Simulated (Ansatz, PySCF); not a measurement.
C2H8BP. Atoms are numbered in the order given.

```xyz
12

B      0.2377    -0.2984     0.2219
C      1.6265    -0.7873    -0.3345
H      1.7517    -1.8733    -0.1769
H      2.4199    -0.3110     0.2740
H      1.8318    -0.5557    -1.3903
C     -0.2711    -0.7903     1.6278
H     -0.7695    -1.7648     1.4508
H     -1.0174    -0.1410     2.1111
H      0.5488    -0.9929     2.3375
P     -0.7542     1.0291    -0.7313
H     -2.0917     0.6346    -0.4456
H     -0.6810     0.5252    -2.0603
```

Coordinates come from a B3LYP-D3(BJ)/def2-SVP optimisation. One conformer was computed; it need not be the lowest.

Vertical ionisation energy (IE) and electron affinity (EA) in eV. Rows of orbital energies are one-electron estimates. Where ΔSCF, EOM or ADC give a negative EA the extra electron is unbound and the value depends on the basis.

| level | IE | EA |
|---|---|---|
| −ε(HOMO), −ε(LUMO), CAM-B3LYP/def2-TZVP (PySCF) | 8.35 | -0.26 |
| −ε(HOMO), −ε(LUMO), PBE/def2-TZVP (PySCF) | 5.98 | 1.82 |
| ΔSCF, PBE0/def2-SVPD (Ansatz), final states of multiplicity 2 and 2 | ___ | ___ |
| ΔSCF, PBE/def2-SVPD (Ansatz), final states of multiplicity 2 and 2 | 9.05 | -0.71 |

Some entries are withheld; supply them. (An estimate is asked for; the answer gives what the named calculation found.)


- ΔSCF, PBE0/def2-SVPD (Ansatz, an electronic-structure program), final states of multiplicity 2 and 2, IE: 9.16
- ΔSCF, PBE0/def2-SVPD (Ansatz), final states of multiplicity 2 and 2, EA: -0.80

What vertical singlet–triplet gap does ΔSCF give with PBE0/def2-SVPD (Ansatz) and with PBE/def2-SVPD (Ansatz)? (Estimate from the structure and the level; the computed values follow.)

4.06 and 3.94 eV (triplet above singlet where positive).
